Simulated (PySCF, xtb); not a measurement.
Si(I)(NMe2) (C2H6INSi), SMILES I[Si]N(C)C (connectivity only; charge and spin as stated), neutral, multiplicity 1.

GFN2-xTB (xtb) at its own geometry gives an orbital gap of 2.94 eV and a dipole moment of 5.65 D.

Geometry: B3LYP-D3(BJ)/def2-SVP. The def2 effective core potentials stand for the cores of I; spin–orbit coupling is left out. The values are those of a single conformer.

What does ωB97X/def2-TZVP (PySCF) give? (The exact figures need the calculation; the answer reports its results.)

gap 9.01 eV (levels -8.87 and 0.14 eV), dipole 3.55 D.
